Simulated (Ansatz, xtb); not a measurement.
## Relative energy of two structures of FH2N2Si

Structure X: `[N]=N[SiH2]F`, a doublet. Structure Y: a doublet given by its coordinates. Both are isolated molecules in the gas phase, relaxed with PBE0-D3(BJ)/def2-SVP; the shapes shown needn't be the lowest conformers.

X (Å):

```xyz
6

F    -1.3913    0.7212    0.9637
N    -5.0078   -0.3228    0.8282
N    -4.0254    0.2710    0.5891
Si   -2.3550   -0.2714    0.1350
H    -2.0550   -1.6705    0.5351
H    -2.2274    0.0015   -1.3149
```

Y (Å):

```xyz
6

F    -1.4532   -0.3198   -1.3317
N    -1.5098    2.8319    0.8606
N    -1.5343    1.8440   -0.0222
Si   -1.1910    0.1258    0.2282
H    -1.2428    2.4015    1.7610
H    -1.7917    2.1712   -0.9581
```

Close contacts (Å): F1–Si4 1.64, N2–N3 1.33, N3–Si4 1.77, N2–H5 1.03, N3–H6 1.02.

Question: Estimate which is lower in electronic energy at CCSD(T)/def2-SVP + ΔMP2/def2-TZVPP, and by roughly how much.

Answer: The CCSD(T)/def2-SVP + ΔMP2/def2-TZVPP calculation puts structure X lower, by 18.3 kcal/mol.

The same difference at several levels:

```csv
level,geometry,E(Y) − E(X) (kcal/mol),departure from the last row (kcal/mol),"job, with rough time for the two"
GFN2-xTB,GFN2-xTB,+19.8,+1.4,"optimisation, 0.18 s"
HF/STO-3G,GFN2-xTB,+9.3,−9.0,"single point, 0.84 s"
r2SCAN-D4/def2-SVP,GFN2-xTB,+11.9,−6.5,"single point, 6.1 s"
PBE0-D3(BJ)/def2-SVP,PBE0-D3(BJ)/def2-SVP,+12.0,−6.4,"optimisation, 1.7 min"
HF/def2-SVP,PBE0-D3(BJ)/def2-SVP,+21.9,+3.5,part of the CCSD(T) run
MP2/def2-SVP,PBE0-D3(BJ)/def2-SVP,+18.8,+0.4,part of the CCSD(T) run
CCSD(T)/def2-SVP,PBE0-D3(BJ)/def2-SVP,+19.4,+1.0,single point
CCSD(T)/def2-SVP + ΔMP2/def2-TZVPP,PBE0-D3(BJ)/def2-SVP,+18.3,,"single point, 47 s"
```

None of the levels shown reverses the order. The largest departure from CCSD(T)/def2-SVP + ΔMP2/def2-TZVPP is that of HF/STO-3G, 9.0 kcal/mol. The last row adds to CCSD(T) the change of the MP2 difference between the two basis sets, here −1.0 kcal/mol.

With harmonic frequencies from PBE0-D3(BJ)/def2-SVP (ideal gas, rigid rotor, one conformer each, 298.15 K, 1 atm): the zero-point term adds +4.2 kcal/mol; ΔH is +22.3 and ΔG +23.1 kcal/mol.

Open shells are spin-unrestricted, with notable spin contamination under HF/STO-3G. The correlated steps freeze 8 core orbitals. Mirror images aren't counted in ΔG. Run with Ansatz 0.2.0, xtb 6.7.1; the last row on 1 thread of Intel(R) Xeon(R) Platinum 8259CL CPU @ 2.50GHz (Skylake/Cascade Lake) on a shared host.
